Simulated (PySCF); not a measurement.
Species: C₆H₁₃Si (charge +1).
Numbering: `[CH2:1]=[CH:2][CH2:3][CH2:4][Si+:5]([CH3:6])[CH3:7]` (hydrogens: H8, H9 on C1; H10 on C2; H11, H12 on C3; H13, H14 on C4; H15, H16, H17 on C6; H18, H19, H20 on C7)

Cartesian coordinates in Å at the GFN2-xTB level; atoms count from 1:
```
atom  x, y, z in Å
C1     1.6444   -0.5789    0.9896
C2     1.6781    0.5438    0.2784
C3     1.4965    0.5823   -1.2072
C4     0.0021    0.8852   -1.4581
Si5   -0.9357   -0.0250   -0.0763
C6    -1.3088   -1.8638   -0.2776
C7    -1.6213    0.9331    1.3962
H8     1.6402   -1.5489    0.5207
H9     1.7248   -0.5722    2.0626
H10    1.7662    1.5008    0.7741
H11    1.7612   -0.3815   -1.6417
H12    2.1212    1.3479   -1.6640
H13   -0.1695    1.9632   -1.3964
H14   -0.2893    0.5821   -2.4650
H15   -0.7296   -2.3156   -1.0835
H16   -1.1000   -2.4220    0.6347
H17   -2.3612   -2.0227   -0.5101
H18   -2.6615    1.2080    1.2282
H19   -1.5931    0.3401    2.3097
H20   -1.0699    1.8547    1.5826
```

The closed-shell SCF was solved with PySCF and density fitting under several settings on one GFN2-xTB geometry (grid level 2 and gas phase unless stated).

```tsv
settings	basis functions	SCF cycles	E (Eh)	HOMO (eV)	LUMO (eV)
PBE0/pcSseg-1	191	12	-525.2307	-12.70	-6.61
PBE0/def2-SVPD	248	12	-525.0308	-12.63	-6.46
mPW1PW91/6-31++G**, grid level 3	208	12	-525.6543	-12.58	-6.49
```

Question: Estimate the row for these settings: PBE0/pcseg-1, grid level 4, start guess huckel.

Answer: 
```csv
settings,basis functions,SCF cycles,E (Eh),HOMO (eV),LUMO (eV)
"PBE0/pcseg-1, grid level 4, start guess huckel",167,12,-525.2108,-12.70,-6.61
```

Question: Over all rows, what range does the HOMO–LUMO gap span?

Answer: From 6.09 eV to 6.17 eV.

Question: Compare two rows with the functional PBE0: PBE0/pcSseg-1 and PBE0/def2-SVPD. Which energy is lower, and by how much?

Answer: PBE0/pcSseg-1 (191 functions) lies 0.1999 Eh or 125 kcal/mol below PBE0/def2-SVPD (248 functions). The smaller set gives the lower energy; the two sets aren't nested, so the variational bound doesn't order them by size.

Whole jobs, the steps after the SCF included, on one thread of an AMD EPYC 9R45, no GPU, shared host:

| settings | work after the SCF | wall time | peak memory |
| --- | --- | --- | --- |
| PBE0/pcSseg-1 | shieldings, charges and field gradients | 16 s | 0.78 GiB |
| PBE0/def2-SVPD | 6 singlets by full TDDFT, 2 Tamm–Dancoff triplets, polarisability | 21 s | 1.1 GiB |
| mPW1PW91/6-31++G**, grid level 3 | spin–spin couplings from 20 perturbed nuclei, spin–dipole term for 1 of them | 35 s | 0.94 GiB |
| PBE0/pcseg-1, grid level 4, start guess huckel | 3 singlets by TDA, polarisability | 22 s | 0.73 GiB |

Cycle counts include a coarse-grid stage where the run had one. All basis functions are spherical, in the Pople sets too.

One conformer stands for the species.
